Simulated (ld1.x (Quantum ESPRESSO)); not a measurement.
**An all-electron radial function and its pseudo partner (gallium (Ga))**

Columns: radius, all-electron u(r) and pseudo u(r) of the 4s shell (level -10.04 eV) of gallium in the configuration [Ar] 3d10 4s1 4p2; PBE, scalar-relativistic, ultrasoft scheme, ld1.x (Quantum ESPRESSO) 7.5.

```tsv
r (bohr)	all-electron	pseudo
0.155	-0.1957	-0.0915
0.310	0.1243	-0.1818
0.465	0.3210	-0.2695
0.620	0.2438	-0.3534
0.775	0.0426	-0.4320
0.930	-0.1758	-0.5039
1.085	-0.3649	-0.5678
1.240	-0.5105	-0.6223
1.395	-0.6128	-0.6660
1.550	-0.6776	-0.6980
1.705	-0.7120	-0.7173
1.860	-0.7228	-0.7233
2.015	-0.7158	-0.7158
2.170	-0.6957	-0.6957
2.325	-0.6665	-0.6665
2.480	-0.6311	-0.6311
2.635	-0.5919	-0.5919
2.790	-0.5508	-0.5508
2.945	-0.5092	-0.5092
3.100	-0.4681	-0.4681
3.255	-0.4282	-0.4282
3.410	-0.3901	-0.3901
3.565	-0.3541	-0.3541
3.720	-0.3204	-0.3204
3.875	-0.2891	-0.2891
4.030	-0.2602	-0.2602
```

(1) How many radial nodes do the two functions have?

(2) At about which radius was the pseudo-wave matched?

(3) Is the pseudo-wave norm-conserving?

Results:

(1) The all-electron 4s function has n − l − 1 = 3 (the table is too coarse to show those close to the nucleus); the pseudo-wave has 0, since the states of the same l below it are removed with the core.

(2) 2.00 bohr, where the columns begin to agree (steps of 0.15 bohr).

(3) No, it belongs to an ultrasoft set: the norm inside the radius is not constrained, and the difference is carried by the augmentation charge.
